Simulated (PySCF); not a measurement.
Molecules (atom-mapped SMILES):
1. `[O:1]=[C:2]1[CH:3]=[CH:4][C:5](=[O:6])[CH:7]1[F:8]`
2. `[CH3:1][CH2:2]/[CH:3]=[CH:4]/[CH2:5][CH3:6]`
3. `[CH2:1]=[C:2]([CH3:3])[CH:4]([CH3:5])[CH3:6]`
4. `[CH2:1]=[C:2]([CH2:3][CH3:4])[CH2:5][CH3:6]`
5. `[N:1]#[C:2][CH:3]=[Se:4]`
6. `[CH3:1][CH:2]1[CH2:3][CH2:4][CH2:5][CH2:6]1`

Couplings at B3LYP/pcJ-1 (pcSseg-1 on atoms past Ar), PySCF 2.14.0 with density-fitted response routines, geometries PBE0-D3(BJ)/def2-SVP, gas phase, one conformer each, non-relativistic. The small spin–dipole term is missing from some H,H and C,H values.

Order these C–H bonds by ¹J(C,H), smallest first (hydrogens on one carbon that are equivalent are averaged).
A. molecule 1, H on C7
B. molecule 2, H on C2
C. molecule 5, H on C3
D. molecule 4, H on C1
E. molecule 1, H on C3

Results:

B (131 Hz, allylic sp3 CH2), A (155 Hz, sp3 CH bonded to F, α to a carbonyl), D (165 Hz, terminal =CH2 carbon), E (183 Hz, β carbon of a C=C–C=O unit), C (201 Hz, carbon double-bonded to a heavier main-group atom).

One-bond C–H couplings grow with the s character of the carbon hybrid and with electronegative substituents on the carbon.
